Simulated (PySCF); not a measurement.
Single conformer, gas phase, no relativistic terms, rapidly exchanging positions averaged. Shielding tensors at PBE0/pcSseg-1 (GIAO); geometry from GFN2-xTB; PySCF 2.14.0 with density-fitted response routines.

Chemical shifts δ = σref − σ; TMS for ¹H (σ = 31.72 ppm) and ¹³C (σ = 186.93 ppm), all at this level. Shifts are as computed. Against solution values, carbons near 30 ppm lie about +3 ppm off and those near 130 ppm about +5 ppm. Of 1211 compounds with measured shifts, 218 miss one by over three times the rms of a fit or turn the order of signals round; such compounds aren't used in these exercises.

(1) Order these molecules by the shift of their most shielded carbon, lowest δ first.
A. COC1=CC(=O)[C@@H](OC)CC1
B. CC#CC1=CC[Si@H](Cl)CC1
C. Cc1ccn([SiH3])n1
D. C=Cn1cpc([SiH3])c1F
E. CC(C)c1ccc2c(c1)C2

(2) Order these molecules by the shift of their most deshielded carbon, lowest δ first.
A. CC(=O)OC=O
B. CC#CC1=CC[Si@H](Cl)CC1
C. CC(C)c1ccc2c(c1)C2
D. Cc1cc(C)c(F)[pH]1
E. COC1=CC(=O)[C@@H](OC)CC1

(3) How many ¹³C and ¹H signals does each give (equivalence by symmetry and fast rotation, but not about amide C–N or C=N bonds)? `CC#CC1=CC[Si@H](Cl)CC1`, `CP1C=CC(F)C=C1`, `Cc1ccn([SiH3])n1`, `Cc1cc(C)c(F)[pH]1`, `C=Cn1cpc([SiH3])c1F`, `CC(=O)OC=O`, `COC1=CC(=O)[C@@H](OC)CC1`, `CC(C)c1ccc2c(c1)C2`

Answers

(1) B (5.8 ppm, propargylic methyl carbon), C (15.9 ppm, methyl carbon on an aromatic ring), E (23.0 ppm, three-membered-ring carbon), A (33.4 ppm, allylic sp3 CH2), D (104.4 ppm, terminal =CH2 carbon).

(2) B (138.1 ppm, alkene CH), C (157.3 ppm, substituted aromatic carbon), A (169.9 ppm, anhydride carbonyl carbon), D (176.9 ppm, unsaturated ring carbon), E (203.4 ppm, ketone carbonyl carbon).

(3) CC#CC1=CC[Si@H](Cl)CC1: 8 C, 9 H; CP1C=CC(F)C=C1: 4 C, 4 H; Cc1ccn([SiH3])n1: 4 C, 4 H; Cc1cc(C)c(F)[pH]1: 6 C, 4 H; C=Cn1cpc([SiH3])c1F: 5 C, 5 H; CC(=O)OC=O: 3 C, 2 H; COC1=CC(=O)[C@@H](OC)CC1: 8 C, 8 H; CC(C)c1ccc2c(c1)C2: 9 C, 6 H.
